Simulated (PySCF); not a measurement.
Level of theory: PySCF with PBE-D3(BJ)/def2-TZVP // r2SCAN-D4/def2-TZVP. Isolated molecules, 0 K electronic values unless said otherwise. One relaxed conformer stands for a flexible species; it need not be the lowest. Excitations are Tamm–Dancoff values on a coarser integration grid. The basis has no diffuse functions, so Rydberg states are missing or too high.

Reference species (SMILES): `OC1=BB1` (neutral, multiplicity 1).

The HOMO–LUMO gap is 3.05 eV, the T1 excitation (TDA) is 2.70 eV and the S1 oscillator strength is 0.005.

After one change: the HOMO–LUMO gap increases by 0.85 eV; the T1 excitation (TDA) increases by 0.61 eV; the S1 oscillator strength stays essentially unchanged.

Question: Name the change that produced these shifts. The new species is one of these.
A. `B=C=BO`
B. `[H]/B=C\B=O`
C. `OB1B=C1`
D. `BB=C=O`

Answer: A, `B=C=BO`
